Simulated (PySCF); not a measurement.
# [Nd(H2O)3]2+ at several levels of theory

Computed with PySCF 2.14.0 (density fitting, no spin-orbit coupling) at the geometry relaxed with PBE0:

```xyz
10
[Nd(H2O)3]2+ (singlet in the valence; each metal's 4f electrons, 4 of them, lie in its core potential, out of spins and levels)
Nd    0.0000    0.0000    0.0000
O     2.5409    0.0000    0.0000
H     3.1425   -0.6244    0.4409
H     3.1425    0.6244   -0.4409
O    -1.2704    2.2005    0.0000
H    -1.0305    3.0337    0.4409
H    -2.1120    2.4093   -0.4409
O    -1.2704   -2.2005    0.0000
H    -2.1120   -2.4093    0.4409
H    -1.0305   -3.0337   -0.4409
```

```csv
level,basis,state,HOMO (eV),gap (eV),charge on Nd1 (e),population of f-type functions on Nd1 (polarisation alone where 4f lies in the core),dipole about the centre of mass (D),largest force component (eV/Å)
PBE0,"Nd lcecp-0-SVP with ECP50, O def2-SVP, H def2-SVP",singlet,–,–,1.44,0.02,0.00,0.01
CAM-B3LYP,the same,singlet,–,–,1.42,0.02,0.00,0.11
BP86,the same,singlet,–,–,1.36,0.02,0.00,0.66
```

In the lcecp rows the 4f levels are missing from HOMO and gap, and the state counts the valence alone.

Charges are Mulliken's, which hang on the basis. The relaxation used the grid (50, 194), these runs (75, 302) or, all-electron (x2c bases, spin-free X2C Hamiltonian), (99, 590).

Q: What does PBE0 with Nd lcecp-0-TZVP with ECP50, O def2-TZVP, H def2-TZVP give here?

A: state singlet, charge on Nd1 (e) 1.69, population of f-type functions on Nd1 (polarisation alone where 4f lies in the core) 0.03, dipole about the centre of mass (D) 0.00, largest force component (eV/Å) 0.39. Time: 19 s on 2 threads of Arm Neoverse V1, on a shared host, from free ions and atoms.

A frequency check found unstable modes (1, the lowest at -22 cm⁻¹), so the relaxed geometry is a saddle point, or these are noise. An lcecp potential fixes the number of 4f electrons, so in runs with it no electron can move into or out of that shell; real Nd(II) is rare or takes another configuration.
